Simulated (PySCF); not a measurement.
Bond stretch in SMILES BO (H3BO). The B1–O4 bond (B1 also carries H, H; O4 carries H) is stretched with both fragments frozen at the PBE0/def2-TZVP optimised geometry.

Levels: RKS-TPSSh = restricted TPSSh/cc-pVDZ (PySCF); UCCSD(T) = PySCF with CCSD(T) on UHF/cc-pVDZ, 2 core orbitals frozen.

Energies relative to the lowest point of each curve near equilibrium, in mEh:

| R / Å | RKS-TPSSh |
|---|---|
| 1.09 | 101.2 |
| 1.22 | 20.0 |
| 1.32 | 1.2 |
| 1.39 | 0.7 |
| 1.47 | 7.9 |
| 1.82 | 77.1 |
| 2.04 | 123.8 |
| 2.20 | 154.0 |
| 2.70 | 224.5 |
| 3.67 | 288.4 |
| 4.07 | 300.0 |
| 4.71 | 310.3 |

**Question.** What does UCCSD(T) give at the same points?

**Answer.** 1.09: 105.4; 1.22: 21.2; 1.32: 1.4; 1.39: 0.5; 1.47: 7.6; 1.82: 78.1; 2.04: 125.5; 2.20: 157.1; 2.70: 222.0; 3.67: 240.6; 4.07: 241.3; 4.71: 241.6 (mEh).

At the longest distance RKS-TPSSh leaves fractional charges on the fragments, a sign of delocalisation error or of the restricted form. The restricted form behind RKS-TPSSh keeps the bonding electrons paired and can't separate into open-shell fragments. The unrestricted determinant behind UCCSD(T) is spin-contaminated at 2.20 to 4.71 Å (<S²> up to 1.0, against 0.00 for a pure singlet).
